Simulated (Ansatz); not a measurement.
CH$_{5}$BSSi (`BC1[SiH2]S1`). Charge 0, multiplicity 1. The structure was optimised at the PBE0-D4/def2-TZVP level.

```xyz
9

B     0.828   -0.344   -1.113
C     0.716    0.349    0.220
Si   -1.079    0.076    0.752
S    -0.228    1.935    0.444
H     0.165    0.010   -2.044
H     1.527   -1.313   -1.201
H     1.412    0.155    1.034
H    -2.069   -0.435   -0.217
H    -1.271   -0.433    2.125
```

Q: What is the dipole moment at ωB97M-V/def2-TZVPP? (Estimate.)

A: Ansatz gave: 1.84 D, with components (-0.84, -1.10, 1.20) D in this frame, pointing from negative to positive charge.

Q: And with PBE, r2SCAN, B3LYP? (Estimate.)

A: Ansatz gave: PBE 1.73 D, r2SCAN 1.77 D, B3LYP 1.80 D.

Q: Give the Mulliken charges with ωB97M-V, r2SCAN, B3LYP in def2-TZVPP. (Best estimate.)

A: The calculation gave: 
```json
{"atom": "B1", "ωB97M-V": "-0.24", "r2SCAN": "-0.08", "B3LYP": "-0.15"}
{"atom": "C2", "ωB97M-V": "-0.16", "r2SCAN": "-0.06", "B3LYP": "-0.08"}
{"atom": "Si3", "ωB97M-V": "0.24", "r2SCAN": "0.33", "B3LYP": "0.31"}
{"atom": "S4", "ωB97M-V": "-0.14", "r2SCAN": "-0.20", "B3LYP": "-0.18"}
{"atom": "H5", "ωB97M-V": "0.09", "r2SCAN": "0.01", "B3LYP": "0.04"}
{"atom": "H6", "ωB97M-V": "0.07", "r2SCAN": "0.00", "B3LYP": "0.03"}
{"atom": "H7", "ωB97M-V": "0.14", "r2SCAN": "0.09", "B3LYP": "0.12"}
{"atom": "H8", "ωB97M-V": "0.01", "r2SCAN": "-0.04", "B3LYP": "-0.03"}
{"atom": "H9", "ωB97M-V": "0.00", "r2SCAN": "-0.05", "B3LYP": "-0.04"}
```

B3LYP here is the variant with VWN-RPA as its local correlation; programs differ in this.
